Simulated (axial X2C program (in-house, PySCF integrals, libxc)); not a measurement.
## Curves of RhOH from open-shell CI on d7 s1

Calculated with an axial X2C code built on PySCF integrals: two-component X2C with atomic mean-field Coulomb and Gaunt terms, basis Rh dyall-v3z, O dyall-av3z, H dyall-v3z (cores contracted in-house). Orbitals come from Hartree–Fock averaged over the configuration Rh d7 s1; CI then distributes these electrons over the d, s shells of Rh.

Scan along the Rh–O bond with OH moving as one mass, its bond held at 0.950 Å; masses Rh 102.906 u, O 15.995 u, H 1.008 u. Energies in cm⁻¹ from the lowest point; levels are followed by energy order within each Ω. Lowest level at 1.964 Å: 100% d7 s1.

| R (Å) | (1)Ω=5 | (1)Ω=4 | (1)Ω=3 | (1)Ω=0 | (1)Ω=1 | (1)Ω=2 | (2)Ω=2 | (2)Ω=3 | (2)Ω=1 |
| --- | --- | --- | --- | --- | --- | --- | --- | --- | --- |
| 1.827 | 1813 | 2512 | 3222 | 3423 | 3476 | 3626 | 4088 | 5048 | 4847 |
| 1.895 | 381 | 1080 | 1788 | 2205 | 2260 | 2341 | 2788 | 3537 | 3449 |
| 1.964 | 0 | 694 | 1394 | 1909 | 1960 | 1973 | 2503 | 3048 | 3086 |
| 2.043 | 500 | 1182 | 1867 | 2406 | 2449 | 2425 | 3041 | 3410 | 3586 |
| 2.121 | 1659 | 2326 | 2988 | 3503 | 3538 | 3503 | 4193 | 4431 | 4725 |
| 2.209 | 3469 | 4113 | 4742 | 5208 | 5234 | 5195 | 5973 | 6093 | 6488 |
| 2.318 | 6118 | 6729 | 7307 | 7707 | 7724 | 7683 | 8573 | 8581 | 9049 |

(1) Fit the curves (1)Ω=5, (1)Ω=4, (1)Ω=3, (1)Ω=0, (1)Ω=1, (1)Ω=2, (2)Ω=2, (2)Ω=3, (2)Ω=1 near their minima.

The 9 lowest curves are shown; the next is (2)Ω=4, from 3550 cm⁻¹.

Dynamic correlation is missing, so gaps between terms are too wide and other configurations may lie lower; the lowest level listed is that of this model, not necessarily the ground state. For d shells the ligand-field splittings (σ, π, δ) and their order can be off by a thousand cm⁻¹ or more. At most 4 roots were kept for each Ω > 0 (twice that for Ω = 0) within 3.2 eV of the lowest, so higher up levels can be missing between those listed; levels with Ω > 0 are doubly degenerate and listed once, Ω = 0 levels singly. The molecule was held linear; bending was not examined.

Answers

(1) From the open-shell CI curves, Te from the lowest:

```tsv
level	Te (cm⁻¹)	Re (Å)	ωe (cm⁻¹)
(1)Ω=5	0	1.960	617.2
(1)Ω=4	694	1.960	614.6
(1)Ω=3	1395	1.961	611.0
(1)Ω=0	1905	1.955	588.7
(1)Ω=1	1957	1.956	586.9
(1)Ω=2	1975	1.961	594.0
(2)Ω=2	2495	1.953	602.9
(2)Ω=3	3047	1.970	596.9
(2)Ω=1	3085	1.959	612.3
```

Without dynamic correlation distances can be off by several hundredths of an Å (long for ionic bonds, short for multiple bonds) and the wavenumbers are rough.
